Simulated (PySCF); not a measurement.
C4H8FO2S (doublet state).
Geometry (GFN2-xTB, Å), atoms numbered from 1 in this order:
```xyz
16
C4H8FO2S angstrom
C      2.0912    0.2170    0.1616
S      0.9785   -0.4095   -1.1511
O      1.6572   -1.4817   -1.8321
O      0.5451    0.7129   -1.9410
C     -0.5617   -1.1594   -0.2088
C     -1.6911   -0.3211   -0.4006
C     -1.7319    1.0337    0.1988
F     -0.8940    1.1331    1.2885
H      2.8920    0.7489   -0.3357
H      2.4726   -0.6368    0.7044
H      1.5210    0.8815    0.7966
H     -0.6429   -2.1547   -0.6276
H     -0.1662   -1.1693    0.8028
H     -2.3582   -0.4818   -1.2294
H     -2.7368    1.3070    0.5448
H     -1.3826    1.7893   -0.5244
```

The hyperfine couplings belong to this conformer and change with its torsions.

As a line formula: `C(F)[CH]CS(=O)(=O)C` [radical].

Computed with UKS B3LYP, pcH-1 on C F H O S, non-relativistic, mean-field spin-orbit, GIAO (PySCF 2.14.0). The structure is a single GFN2-xTB conformer in the gas phase; no vibrational or solvent corrections. The geometry wasn't refined by DFT: couplings that depend on bond lengths, twists or pyramidal angles can differ widely from those at the functional's own minimum. Stability of the SCF solution: not tested.

(1) Give the isotropic g value and a_iso(33S) at S2.

(2) Take this nucleus alone (I = 3/2, g_N = 0.4292) with S = 1/2. Where do its 4 lines fall at 9.398 GHz to first order, to second order and exactly?

(3) Someone takes the midpoint and the distance of the outer exact lines at face value. What g and a result?

(4) Give the zero-field levels of this pair of spins.

Results:

(1) g_iso = 2.00291 and a = +103.42 MHz, or +3.689 mT (Mulliken spin population +0.09). 33S makes up about 0.76 % of the natural element, so this concerns labelled samples or satellites.

(2) First order: B = B0 − a·mI with B0 = 335.246 mT. Second order subtracts a²[I(I+1) − mI²]/(2B0). The exact fields come from the Breit–Rabi levels of H = g μB B Sz − g_N μN B Iz + a S·I.

```csv
mI,first order (mT),second order (mT),exact (mT),exact − first order
−3/2,340.780,340.749,340.749,-0.030
−1/2,337.090,337.019,337.019,-0.071
+1/2,333.401,333.330,333.330,-0.071
+3/2,329.712,329.682,329.681,-0.031
```

(3) Their midpoint, 335.215 mT, gives an apparent g of 2.00309 (true 2.00291), and their distance over 2I an apparent |a| of 3.689 mT (true 3.689).

(4) F = I ± 1/2 = 2 and 1, at a·I/2 = +77.6 MHz and −a(I+1)/2 = -129.3 MHz, that is |a|(I + 1/2) = 206.8 MHz apart; F = 1 lies lower.

Other couplings of abundant isotopes, left aside here: 2 × 1H 98 MHz, 1 × 1H 51 MHz, 2 × 1H 37 MHz, 1 × 19F 1 MHz.

Nuclei that the bonding pattern makes equivalent are averaged, as if the motion that swaps them (rotation, inversion, ring flip) were fast. The 1H value of +98.4 MHz is a mean of couplings from 73.1 to 123.8 MHz in this one geometry, not an average over conformers. The 1H value of +37.5 MHz is a mean of couplings from 12.3 to 62.7 MHz in this one geometry, not an average over conformers.

Time: 2.7 min wall (with the writing of density and orbital grids); peak memory 1.0 GiB. Hardware: one thread, Arm Neoverse N1 (aarch64), shared host.
